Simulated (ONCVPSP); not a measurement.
## Pseudopotentials across the periodic table

Generated with ld1.x 7.5 (TM, RRKJ, ultrasoft, PAW), atompaw 4.2 or ONCVPSP 4.0.1. The cutoff is in Ry: for ld1.x and atompaw files where the sum of valence levels is converged to 10 mRy in a Bessel basis, for ONCV files where the hardest occupied wave has 1 mHa per electron of residual kinetic energy. The error is the largest all-electron minus pseudo excitation energy over each file’s own four to seven test configurations (ionisations up to +4, promotions, holes and added fractions of an electron), all of which were solved. The labels leave out finer settings (local radius, basis sizes, second energies), which also bear on the numbers. Spin-polarised tests are not counted. The rows are a selection from randomly drawn settings: files with unsolved tests, undetermined cutoffs or missed reference levels are left out.

A true bound ghost makes a file unfit for plane-wave use even where its test errors are small: the radial tests pick states by their node count and pass the ghost by.

```csv
element,potential,cutoff (Ry),largest error (meV),bound ghosts
C,"ONCV, PBE, scalar-relativistic, rc 1.00/1.90 (sp), local smoothed, core correction yes, reference 2s2 2p2, qcut 5.9/7.4, projectors 2/1",40,+403,none
N,"ONCV, Wu-Cohen, scalar-relativistic, rc 0.50/1.45/1.40 (spd), local smoothed, core correction no, reference 1s2 2s2 2p3, qcut 22.9/12/6.6, projectors 3/1/2",453,+280,none
O,"ONCV, PBE, non-relativistic, rc 0.70/1.85/1.70 (spd), local smoothed, core correction yes, reference 2s2 2p3.5, qcut 11.5/7.2/5.1, projectors 2/1/2",85,+5061,s
Ne,"ONCV, LDA (Perdew-Zunger), scalar-relativistic, rc 0.50/1.35/1.00 (spd), local smoothed, core correction yes, reference 2s2 2p5.5, qcut 10.9/9.2/10, projectors 1/1/2",231,+231,none
Al,"ONCV, LDA (Perdew-Wang 92), scalar-relativistic, rc 2.30/2.75 (sp), local smoothed, core correction yes, reference 3s2 3p1, qcut 3.6/3, projectors 1/2",11,+32,none
Fe,"ONCV, PW91, fully relativistic, rc 1.40/0.90/0.90/1.30 (spdf), local smoothed, core correction yes, reference 3s2 3p6 3d6.5 4s1.5, qcut 11/9.3/12.4/7.5, projectors 2/2/2/2",253,+12,none
Sr,"ONCV, PBE, scalar-relativistic, rc 2.65/1.75/2.60/2.32 (spdf), local smoothed, core correction no, reference 4s2 4p6 5s2, qcut 4.1/3.8/3.1/4.3, projectors 2/2/1/2",86,-321,none
Te,"ONCV, PBE, scalar-relativistic, rc 1.60/1.45/1.15 (spd), local smoothed, core correction yes, reference 4p6 4d10 5s1 5p5, qcut 3.1/7.8/9.4, projectors 2/2/3",90,-26,s
```

(1) Fill in the row for Ge: ONCV, PBE, scalar-relativistic, rc 1.05/1.10/0.80 (spd), local smoothed, core correction no, reference 3s2 3p6 3d10 4s2 4p2, qcut 11.3/15.1/22.6, projectors 2/2/2.

(2) Fill in the row for Tm: ONCV, PBE, scalar-relativistic, rc 2.10/2.45/2.75 (spd), local smoothed, core correction yes, reference 5s2 5p6 5d1 6s1 6p1, qcut 5.4/5.8/6.1, projectors 2/2/2.

Results:

(1) cutoff 348 Ry, largest error -21 meV, bound ghosts: none.

(2) cutoff 20 Ry, largest error +18 meV, bound ghosts: none.
